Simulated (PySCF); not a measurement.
**Electron correlation in N (nitrogen, neutral)**

[He] 2s2 2p3, high-spin 4S determinant. Computed with PySCF 2.14 in ANO-R3, with scalar relativity by spin-free X2C-1e. Frozen: nothing; 7 electrons correlated.

MP2 pair energies summed by pair of shells (mhartree):

| pair | energy | share (%) |
| --- | --- | --- |
| 2s-2p | -63.25 | 58.1 |
| 2p-2p | -23.73 | 21.8 |
| 2s-2s | -11.13 | 10.2 |
| 1s-1s | -4.83 | 4.4 |
| 1s-2p | -4.17 | 3.8 |
| 1s-2s | -1.83 | 1.7 |

Total MP2 correlation energy: -108.95 mhartree.

Same-spin part -32.61 and opposite-spin part -76.34 mhartree; SCS-MP2 scales them by 1/3 and 6/5 to -102.48 mhartree.

This basis was not built for core-valence correlation, so the inner-shell part is incomplete.
